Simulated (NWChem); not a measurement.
**Atomisation of dimethyl telluride (C$_{2}$H$_{6}$Te)**

SMILES: C[Te]C
```xyz
9

C     -1.5951     0.0000    -1.0801
Te     0.0000     0.0000     0.4006
C      1.5951     0.0000    -1.0801
H     -1.5297    -0.9099    -1.7047
H     -2.5528     0.0000    -0.5262
H     -1.5297     0.9099    -1.7047
H      1.5297    -0.9099    -1.7047
H      2.5528     0.0000    -0.5262
H      1.5297     0.9099    -1.7047
```
Charge 0, spin multiplicity 1.

The numbers come from NWChem runs, not from measurements. The geometry was optimised at PBE/def2-SVP with def2 effective core potentials on Te, held to C2v symmetry and with no frequency check, so it may be a saddle point.

Basis set: def2-TZVP. The atomisation energy is electronic alone: no zero-point, thermal, spin-orbit or counterpoise terms. No value is extrapolated to the basis-set limit. Free atoms are single determinants with multiplicities C 3, Te 3, H 2. Correlated methods freeze the same cores in atoms and molecule, 6 orbitals in all.

| method | atomisation energy (kcal/mol) | relative cost |
|---|---|---|
| LC-wPBE (omega 0.3 per bohr) | 729.8 | 10 |
| HF | 537.9 | 1 |
| PBE | 741.2 | under 3 |
| BHandHLYP | 710.5 | under 3 |
| B3LYP | 728.1 | under 3 |
| PBE0 | 731.1 | under 3 |
| MP2 | 708.9 | 4 |
| r2SCAN | 731.5 | under 3 |

The values span 203.3 kcal/mol, from HF (lowest) to PBE (highest). Costs are rough ratios of processor time within this set of runs, SCF included, with HF as 1. Costs are the molecule's.

Effective core potentials replace the inner electrons of Te; spin-orbit coupling is left out. B3LYP has NWChem's definition, with VWN1-RPA local correlation. GW and range-separated runs recompute their integrals, the others keep them in memory, which bears on the times. No SCF solution was tested for a lower state. Open-shell Hartree-Fock references start from PBE0 orbitals; any time given for them includes that run.
